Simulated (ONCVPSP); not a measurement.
C (Z = 6): one change to an ONCV potential, before and after

carbon, optimised norm-conserving Vanderbilt (ONCV), made with ONCVPSP 4.0.1 (PBE, scalar-relativistic). Core [He], reference 2s2 (charge +2). Waves: 2s: rc 1.20 bohr, ncon 4, nbas 8, qcut 5.3 1/bohr, 3 projectors, debl 2.9 Ha; p scattering state at 0.06 Ha: rc 1.10 bohr, ncon 4, nbas 7, qcut 8.2 1/bohr, 2 projectors, debl 3.4 Ha; d scattering state at 0.33 Ha: rc 0.95 bohr, ncon 4, nbas 7, qcut 9.4 1/bohr, 2 projectors, debl 2 Ha. Local part: polynomial inside 0.65 bohr (lpopt 5, dvloc0 2 Ha). Core correction: Teter function, fcfact 3, rcfact 1.2.

In the p channel the program set the typed energies aside and used 0.050, 3.450 Ha.

All-electron outer shells of the reference configuration (PBE, scalar-relativistic, ld1.x):

```
shell  level (eV)  outermost node (bohr)  outermost maximum (bohr)
   1s     -308.54                      –                      0.17
   2s      -40.38                   0.37                      1.13
```

Change: p: ncon 3, nbas 6.

Cutoffs: the cutoffs (Ha) at which the residual kinetic energy of the hardest occupied pseudo-wave falls to 1 and 0.1 mHa per electron; they do not see the model core or the augmentation charge, which bear on the density cutoff. Errors are all-electron minus pseudo energies relative to the spin-unpolarised reference configuration.

Q: How do hardness, ghosts and transferability respond?

A: The potential gets neither clearly harder nor softer (32 Ha and 110 Ha → 32 Ha and 110 Ha); of the 4 tests that both files solve, the error grows in 3 and shrinks in 0 by more than 15 % and 0.3 meV (median size 113.6 → 132.4 meV); neither file shows a bound ghost.

```tsv
quantity	base	changed
cutoff, loose	32 Ha	32 Ha
cutoff, tight	110 Ha	110 Ha
bound ghosts	none	none
GHOST(+) flags under 300 eV	none	none
error for 2s2 2p2, meV [ΔE -35.02 eV]	+172	+200
error for 2s2 2p1, meV [ΔE -24.16 eV]	+89	+104
error for 2s1, meV [ΔE 48.19 eV]	+40	+40
error for 2s2 2p1.5, meV [ΔE -31.05 eV]	+138	+161
s: phases at 1.22 bohr within 0.05 rad from the reference energy up to (Ha; the scan ends near 5)	to the end of the scan	to the end of the scan
p: phases at 1.12 bohr within 0.05 rad from the reference energy up to (Ha; the scan ends near 5)	to the end of the scan	to the end of the scan
d: phases at 0.96 bohr within 0.05 rad from the reference energy up to (Ha; the scan ends near 5)	to the end of the scan	to the end of the scan
rms error of d²Exc/dni dnj with the model core, mHa	2.27	2.27
```
